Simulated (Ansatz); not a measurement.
Born–Oppenheimer molecular dynamics of ClFH2SSi2 (7 atoms, charge 0, multiplicity 1). It starts at the highest image of a converged band, a first-order saddle point between two minima.

Level of theory: RKS PBE-D4/def2-SVP in Ansatz 0.2.0.

| Property | Result |
| --- | --- |
| ensemble | NVE (velocity Verlet) |
| time step | 0.5 fs |
| steps asked | 200 |
| starting velocities drawn for | 300 K |
| seed | 5029 |

First frame:

```xyz
7
Properties=species:S:1:pos:R:3
F -1.463 -1.701 1.016
Si -0.620 -0.327 0.713
S 1.491 -0.502 0.681
Si 0.070 0.146 -1.486
Cl 0.209 2.243 -1.641
H -1.089 0.717 1.669
H 1.464 -0.644 -0.997
```

How far do the bonds stretch over the last three quarters of this one trajectory? (Pairs bonded in most of those frames.)


```json
{"bond": "F1–Si2", "mean (Å)": "1.654", "spread (Å)": "0.022", "shortest": "1.62", "longest": "1.69"}
{"bond": "Si2–S3", "mean (Å)": "2.260", "spread (Å)": "0.059", "shortest": "2.12", "longest": "2.34"}
{"bond": "Si2–Si4", "mean (Å)": "2.427", "spread (Å)": "0.025", "shortest": "2.37", "longest": "2.45"}
{"bond": "Si2–H6", "mean (Å)": "1.514", "spread (Å)": "0.056", "shortest": "1.42", "longest": "1.60"}
{"bond": "S3–H7", "mean (Å)": "1.393", "spread (Å)": "0.043", "shortest": "1.35", "longest": "1.51"}
{"bond": "Si4–Cl5", "mean (Å)": "2.136", "spread (Å)": "0.029", "shortest": "2.08", "longest": "2.18"}
```

Mean temperature of the second half: 342 K. The conserved energy stayed within 0.098 meV per atom of its start (net change 0.017 meV per atom), so the integration is sound. A run of 0.1 ps of so small a system gives no equilibrium averages. The orbitals stay closed-shell, which can raise the energy where a bond breaks towards radicals; this wasn't checked here.

The run took 3.5 min on 2 threads of Intel(R) Xeon(R) Platinum 8488C (Sapphire Rapids), with other jobs on the host, peak memory 0.15 GiB.
